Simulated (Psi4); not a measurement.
H3BBrNO (SMILES NB(O)Br), singlet, geometry from GFN2-xTB; PBE/def2-TZVPD (Psi4).

Input for Psi4:
```
memory 2 GB

molecule mol {
0 1
  B    -0.876867    0.192299    0.304421
  Br    0.905189   -0.210928   -0.286504
  O    -1.314228   -0.186017    1.516002
  H    -0.714641   -0.665901    2.086384
  N    -1.710848    0.891541   -0.559908
  H    -2.653590    1.134256   -0.312997
  H    -1.439308    1.199985   -1.476517
}

set basis def2-tzvpd
set reference rks

energy('pbe')
print_variables()
```

It wrote (shortened):

```
   => Loading Basis Set <=

    Name: DEF2-TZVPD
    Role: ORBITAL
    Keyword: BASIS

         ---------------------------------------------------------
                                   SCF
               by Justin Turney, Rob Parrish, Andy Simmonett
                          and Daniel G. A. Smith
                              RKS Reference
         ---------------------------------------------------------

  ==> Geometry <==

    Molecular point group: c1
    Full point group: C1

    Geometry (in Angstrom), charge = 0, multiplicity = 1:

       Center              X                  Y                   Z               Mass
    ------------   -----------------  -----------------  -----------------  -----------------
         B           -0.974135381210     0.219453530924     0.325176524842    11.009305360000
         BR           0.807920618790    -0.183773469076    -0.265748475158    78.918337600000
         O           -1.411496381210    -0.158862469076     1.536757524842    15.994914619570
         H           -0.811909381210    -0.638746469076     2.107139524842     1.007825032230
         N           -1.808116381210     0.918695530924    -0.539152475158    14.003074004430
         H           -2.750858381210     1.161410530924    -0.292241475158     1.007825032230
         H           -1.536576381210     1.227139530924    -1.455761475158     1.007825032230

  Running in c1 symmetry.

  Rotational constants: A =      0.32317  B =      0.09795  C =      0.07517 [cm^-1]
  Rotational constants: A =   9688.45240  B =   2936.55902  C =   2253.51973 [MHz]
  Nuclear repulsion =  224.807204727942747

  Charge       = 0
  Multiplicity = 1
  Electrons    = 58
  Nalpha       = 29
  Nbeta        = 29

  ==> Algorithm <==

  SCF Algorithm Type is DF.
  DIIS enabled.
  MOM disabled.
  Fractional occupation disabled.
  Guess Type is SAD.
  Energy threshold   = 1.00e-06
  Density threshold  = 1.00e-06
  Integral threshold = 1.00e-12

  ==> Primary Basis <==

  Basis Set: DEF2-TZVPD
    Blend: DEF2-TZVPD
    Number of shells: 74
    Number of basis functions: 198
    Number of Cartesian functions: 224
    Spherical Harmonics?: true
    Max angular momentum: 3

  ==> DFT Potential <==

   => LibXC <=

    Version 7.1.2
    S. Lehtola, C. Steigemann, M. J. T. Oliveira, and M. A. L. Marques,  SoftwareX 7, 1–5 (2018) (10.1016/j.softx.2017.11.002)

   => Composite Functional: PBE <=

    PBE GGA Exchange-Correlation Functional

[...]
   @DF-RKS iter   6: -2730.42231794471854   -7.48281e-03   2.15151e-04 ADIIS/DIIS
   @DF-RKS iter   7: -2730.42307715849347   -7.59214e-04   6.38840e-05 DIIS
   @DF-RKS iter   8: -2730.42314075134436   -6.35929e-05   2.49171e-05 DIIS
   @DF-RKS iter   9: -2730.42315098014933   -1.02288e-05   2.69482e-06 DIIS
   @DF-RKS iter  10: -2730.42315111196240   -1.31813e-07   1.05643e-06 DIIS
   @DF-RKS iter  11: -2730.42315113772793   -2.57655e-08   6.86967e-08 DIIS
  Energy and wave function converged.

  ==> Post-Iterations <==

   Electrons on quadrature grid:
      Ntotal   =   58.0000007926 ; deviation = 7.926e-07

    Orbital Energies [Eh]
    ---------------------

    Doubly Occupied:

[...]
    Virtual:

[...]
     198A     43.583733

    Final Occupation by Irrep:
              A
    DOCC [    29 ]
    NA   [    29 ]
    NB   [    29 ]

  @DF-RKS Final Energy: -2730.42315113772793

   => Energetics <=

    Nuclear Repulsion Energy =            224.8072047279427466
    One-Electron Energy =               -4243.1979773615457816
    Two-Electron Energy =                1399.4911250358143207
    DFT Exchange-Correlation Energy =    -111.5235035399396963
    Empirical Dispersion Energy =           0.0000000000000000
    VV10 Nonlocal Energy =                  0.0000000000000000
    Total Energy =                      -2730.4231511377279276

Computation Completed

Properties will be evaluated at   0.000000,   0.000000,   0.000000 [a0]

Properties computed using the SCF density matrix

 Multipole Moments:

 ------------------------------------------------------------------------------------
     Multipole            Electronic (a.u.)      Nuclear  (a.u.)        Total (a.u.)
 ------------------------------------------------------------------------------------

 L = 1.  Multiply by 2.5417464519 to convert [e a0] to [Debye]
 Dipole X            :         10.1802383          -10.6610508           -0.4808125
 Dipole Y            :         -2.7988403            2.9762597            0.1774194
 Dipole Z            :         -2.2687999            2.2748815            0.0060816
 Magnitude           :                                                    0.5125381

 ------------------------------------------------------------------------------------

  Variable Map:
  ----------------------------------------------------------------------------
[...]
  Array Variable Map:
  ----------------------------------------------------------------------------
[...]
[...]
```
